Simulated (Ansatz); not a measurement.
# InH2 (SMILES [InH2]): the energy, rung by rung

InH2 has 3 atoms, charge 0, and is taken as a doublet. As SMILES, `[InH2]`. The shape is that of a PBE0-D4/def2-TZVP optimisation.

```xyz
3

In    0.3846   -0.4254    0.1498
H     0.6913    1.2654    0.5216
H    -1.0869   -0.9048   -0.6847
```

Quantity: the energy change with the In1–H3 bond stretched from 1.758 to 3.516 Å, in eV. The values are calculated.

```
           level                    kind  program  value (eV)  less FCI/STO-3G  CPU time (all runs)
   USVWN5/STO-3G                     LDA   Ansatz        4.06            +1.07                  3 s
U-r2SCAN0/STO-3G         hybrid meta-GGA   Ansatz        3.68            +0.69                 13 s
    UPBE0/STO-3G           global hybrid   Ansatz        3.59            +0.60                4.4 s
  U-wB97X/STO-3G  range-separated hybrid   Ansatz        3.70            +0.71                 17 s
   UHSE06/STO-3G  range-separated hybrid   Ansatz        3.58            +0.59                5.3 s
  UB2PLYP/STO-3G           double hybrid   Ansatz        3.40            +0.41                5.8 s
 UCCSD(T)/STO-3G   coupled cluster or CI   Ansatz        2.98            -0.01                1.8 s
      FCI/STO-3G      exact in the basis   Ansatz        2.99             0.00                2.2 s
```

FCI/STO-3G is exact within its basis and frozen core, so for wave-function methods in that basis the difference is their error; functionals converge differently with the basis, so for them it is only a difference. All-electron rows without a relativistic Hamiltonian named are non-relativistic. The first shape isn't each level's own minimum. The values span 2.98 to 4.06 eV. Spin contamination of the reference (⟨S²⟩ at least 0.1 too high) touches UCCSD(T)/STO-3G. All rows use very small basis sets, so even the best lies far from the true value. In the correlated wave-function rows the outer d shell of In is correlated, in sets not made for it. Times are those of the runs behind each value, whatever else they computed, on shared processors of several kinds: orders of magnitude only.
